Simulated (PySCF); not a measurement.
C₂H₅BN, B₂H₄NSi, BH₄N₂Si (calculated)

All values are calculated (PySCF 2.14.0). Calculation on a computer-drawn molecule: the log of a Hartree-Fock and frozen-core CCSD(T) single point meant for a local Hartree-Fock minimum, with one planted fault or none, to be diagnosed. Offsets are logged minus clean, where the clean run is the same molecule without the fault. The reference is restricted for singlets and unrestricted otherwise, and also for a bond in bohr or an excited solution. Adding or removing an electron swaps singlet and doublet. The excited solution moves the top pair (singlet) or top alpha electron (doublet) to the lowest empty orbital. Highest occupied and lowest empty are orbital energies over both spins, largest force is the largest gradient component, triples share is (T) over the correlation energy, the T1 limit is 0.02 restricted and 0.045 unrestricted, electrons count all cores, a negative frequency is imaginary (commonest isotopes), and the dipole is about the centre of nuclear charge.

Common to all runs: logged SCF converged yes; logged CC converged yes; logged SCF stable within its kind yes; possible faults no fault, one electron removed, one electron added, multiplicity raised by two, geometry at a saddle point, SCF held on an excited solution, minimal basis STO-3G, one bond length entered in bohr, all coordinates scaled.

(1) 
```xyz
9
formula=C2H5BN meant_charge=0 meant_multiplicity=2 meant_basis=cc-pVDZ logged_electrons=30 logged_basis_functions=81 logged_spin_squared=0 logged_highest_occupied=0.79418 logged_lowest_empty=9.7448 logged_largest_force=0.020403 logged_T1_diagnostic=0.01508 logged_D1_diagnostic=0.053947 logged_triples_share=0.036573 logged_dipole_magnitude=1.8866 logged_energy_HF=-157.6783 logged_energy_CCSD(T)=-158.28703 planted_fault=one_electron_added HF_energy_offset_from_clean_run=51.86 CCSD(T)_energy_offset_from_clean_run=21.3
B     -4.1504    -0.3876    -0.8756
N     -3.0993    -0.7857    -0.3466
C     -1.9503    -1.2013     0.2068
C     -0.6779    -0.4416    -0.0117
H     -5.1444    -0.0176    -1.3728
H     -1.9890    -2.0556     0.8707
H     -0.4788    -0.3098    -1.0792
H      0.1660    -0.9696     0.4338
H     -0.7298     0.5573     0.4355
```

Units: logged_highest_occupied, logged_lowest_empty in eV; logged_largest_force in hartree/bohr; logged_dipole_magnitude in debye; logged_energy_HF, logged_energy_CCSD(T) in hartree; HF_energy_offset_from_clean_run, CCSD(T)_energy_offset_from_clean_run in kcal/mol.

Drawn bonds:
```
atom  other atom  order
   1           2      2
   2           3      1
   3           4      1
   1           5      1
   3           6      1
   4           7      1
   4           8      1
   4           9      1
```

Notes: highest electron not bound in this basis.

(2) 
```xyz
9
formula=C2H5BN meant_charge=0 meant_multiplicity=2 meant_basis=cc-pVDZ logged_electrons=29 logged_basis_functions=81 logged_spin_squared=0.8254 logged_highest_occupied=-7.6629 logged_lowest_empty=3.3002 logged_largest_force=1.222e-05 logged_lowest_frequency=48.371 logged_T1_diagnostic=0.019841 logged_D1_diagnostic=0.07638 logged_triples_share=0.032972 logged_dipole_magnitude=0.17247 logged_energy_HF=-157.76094 logged_energy_CCSD(T)=-158.32097 planted_fault=no_fault HF_energy_offset_from_clean_run=0 CCSD(T)_energy_offset_from_clean_run=0
B     -4.1504    -0.3876    -0.8756
N     -3.0993    -0.7857    -0.3466
C     -1.9503    -1.2013     0.2068
C     -0.6779    -0.4416    -0.0117
H     -5.1444    -0.0176    -1.3728
H     -1.9890    -2.0556     0.8707
H     -0.4788    -0.3098    -1.0792
H      0.1660    -0.9696     0.4338
H     -0.7298     0.5573     0.4355
```

Units: logged_highest_occupied, logged_lowest_empty in eV; logged_largest_force in hartree/bohr; logged_lowest_frequency in cm⁻¹; logged_dipole_magnitude in debye; logged_energy_HF, logged_energy_CCSD(T) in hartree; HF_energy_offset_from_clean_run, CCSD(T)_energy_offset_from_clean_run in kcal/mol.

Drawn bonds:
```
atom  other atom  order
   1           2      2
   2           3      1
   3           4      1
   1           5      1
   3           6      1
   4           7      1
   4           8      1
   4           9      1
```

(3) 
```xyz
8
formula=B2H4NSi meant_charge=1 meant_multiplicity=1 meant_basis=cc-pV(D+d)Z logged_electrons=35 logged_basis_functions=85 logged_spin_squared=0.7602 logged_highest_occupied=-5.8674 logged_lowest_empty=0.56325 logged_largest_force=0.062423 logged_T1_diagnostic=0.018155 logged_D1_diagnostic=0.050776 logged_triples_share=0.035544 logged_dipole_magnitude=7.1903 logged_energy_HF=-395.01339 logged_energy_CCSD(T)=-395.47529 planted_fault=one_electron_added HF_energy_offset_from_clean_run=-110.6 CCSD(T)_energy_offset_from_clean_run=-128.1
B     -2.9832    -1.0475     1.4505
N     -2.6754    -0.4397     0.3810
Si    -2.3057     0.3644    -0.9810
B     -0.9386    -0.3625    -2.2938
H     -3.2645    -1.6104     2.4357
H     -3.0100     1.6308    -1.2021
H      0.2035    -0.0583    -2.1545
H     -1.3125    -1.0773    -3.1689
```

Units: logged_highest_occupied, logged_lowest_empty in eV; logged_largest_force in hartree/bohr; logged_dipole_magnitude in debye; logged_energy_HF, logged_energy_CCSD(T) in hartree; HF_energy_offset_from_clean_run, CCSD(T)_energy_offset_from_clean_run in kcal/mol.

Drawn bonds:
```
atom  other atom  order
   1           2      2
   2           3      1
   3           4      1
   1           5      1
   3           6      1
   4           7      1
   4           8      1
```

(4) 
```xyz
8
formula=BH4N2Si meant_charge=1 meant_multiplicity=1 meant_basis=cc-pV(D+d)Z logged_electrons=36 logged_basis_functions=28 logged_spin_squared=0 logged_highest_occupied=-15.225 logged_lowest_empty=-0.78435 logged_largest_force=0.060414 logged_T1_diagnostic=0.028322 logged_D1_diagnostic=0.10076 logged_triples_share=0.042724 logged_dipole_magnitude=0.98185 logged_energy_HF=-419.66412 logged_energy_CCSD(T)=-419.90582 planted_fault=minimal_basis_STO-3G HF_energy_offset_from_clean_run=3156 CCSD(T)_energy_offset_from_clean_run=3332
B      1.4707    -0.6080     0.7361
N      1.9467     0.4464     0.2233
Si     2.6277     1.7065    -0.5271
N      2.3244     3.2470    -0.0775
H      1.0265    -1.5773     1.2154
H      3.5439     1.5297    -1.6396
H      2.7405     4.0403    -0.5348
H      1.7108     3.5079     0.6754
```

Units: logged_highest_occupied, logged_lowest_empty in eV; logged_largest_force in hartree/bohr; logged_dipole_magnitude in debye; logged_energy_HF, logged_energy_CCSD(T) in hartree; HF_energy_offset_from_clean_run, CCSD(T)_energy_offset_from_clean_run in kcal/mol.

Drawn bonds:
```
atom  other atom  order
   1           2      2
   2           3      1
   3           4      1
   1           5      1
   3           6      1
   4           7      1
   4           8      1
```

Notes: T1 above single-reference limit.
